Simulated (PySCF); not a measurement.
Species: C₇H₁₄F₂Si.
Atom-mapped SMILES: `[CH3:1][C:2]([CH3:3])([F:4])[Si@H:5]([F:6])[CH:7]1[CH2:8][CH2:9][CH2:10]1`

NICS = −σ at a ghost point: NICS(0) at the centroid of the ring atoms, NICS(1) 1 Å to either side along the normal of their mean plane, zz for the tensor component along that normal. Level: GIAO PBE0/pcSseg-1 (PySCF, non-relativistic, gas phase) on the GFN2-xTB geometry, one conformer.

Ring bond lengths (Å), with Mayer bond orders in brackets: C7–C8 1.543 (1.01), C8–C9 1.533 (1.04), C9–C10 1.534 (1.04), C10–C7 1.544 (1.00).

Task: Give the NICS values of each ring in ppm.

Result: 
```
        ring                                            type  NICS(0)  NICS(1), two faces  NICS(1)zz, two faces  rms pucker (Å)  centre to ring atoms, mean (Å)
C7–C8–C9–C10  4-membered carbocycle; formal bonds all single      1.4          0.7 / -0.1             4.6 / 5.3            0.09                            1.08
```

Task: What can be read from them?

Result: 
- C7–C8–C9–C10: mean NICS(1)zz 4.9 ppm, deshielded. C7, C8, C9, C10 have four or more neighbours, so the value isn't read as a sign of a π ring current.

Task: How shielded are the nuclei of the rings and their hydrogens (means over atoms taken as equivalent)?

Result: 
| atoms | environment | σ isotropic (ppm) | principal values of the symmetric part, first atom (ppm) |
| --- | --- | --- | --- |
| C7 | sp3 carbon bound to silicon | 168.2 | 155.8, 166.7, 182.1 |
| C8 | four-membered-ring carbon | 164.1 | 151.2, 159.5, 181.5 |
| C9 | four-membered-ring carbon | 165.7 | 150.0, 166.8, 180.3 |
| C10 | four-membered-ring carbon | 167.1 | 152.4, 162.6, 186.4 |
| H on C7 | methine hydrogen | 29.64 | 25.6, 29.3, 34.0 |
| H on C8 | methylene hydrogen | 29.64 | 25.5, 28.0, 35.4 |
| H on C8 | methylene hydrogen | 29.09 | 25.9, 26.6, 34.7 |
| H on C9 | methylene hydrogen | 29.49 | 26.6, 27.6, 34.3 |
| H on C9 | methylene hydrogen | 29.68 | 26.0, 26.1, 36.9 |
| H on C10 | methylene hydrogen | 29.30 | 25.7, 27.7, 34.4 |
| H on C10 | methylene hydrogen | 29.72 | 25.0, 29.5, 34.6 |

The values belong to the conformer `[CH3:1][C:2]([CH3:3])([F:4])[Si@H:5]([F:6])[CH:7]1[CH2:8][CH2:9][CH2:10]1`: C1–C2–Si5–F6 80°, C2–Si5–C7–C8 -168°.
